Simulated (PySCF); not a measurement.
Isomers of C2H6OSSi, one conformer each; single-point electronic energies without zero-point terms and without any empirical dispersion term.

Level: PBE0/pcSseg-1 in PySCF, non-relativistic, each on one gas-phase PBE0-D3(BJ)/def2-SVP geometry that isn't relaxed in the solvent. The solvent is an IEF-PCM continuum (Bondi radii, 1.10 Å for H, scaled by 1.2). Only the electrostatic response of the medium enters.

```csv
isomer,"relative energy, gas (kJ/mol)",dipole (D)
`CC(=S)[SiH2]O`,0.0,2.57
`CC(=O)[SiH2]S`,9.2,3.31
```

Q: How do the relative energies look in methanol (ε = 32.61)?

A: 
| isomer | relative energy, solvent (kJ/mol) | E(solvent) − E(gas) (kJ/mol) | dipole in solvent (D) |
| --- | --- | --- | --- |
| `CC(=S)[SiH2]O` | 0.0 | -18.0 | 3.36 |
| `CC(=O)[SiH2]S` | 6.6 | -20.6 | 4.41 |

The order is unchanged. Conformers: `[CH3:1][C:2](=[S:3])[SiH2:4][OH:5]` with C1–C2–Si4–O5 177°, C2–Si4–O5–H 3°; `[CH3:1][C:2](=[O:3])[SiH2:4][SH:5]` with C1–C2–Si4–S5 -173°, C2–Si4–S5–H -6°. `CC(=O)[SiH2]S` gains most from the continuum, and it has the largest gas-phase dipole. The gains span 2.6 kJ/mol, the gas-phase energies 9.2 kJ/mol.
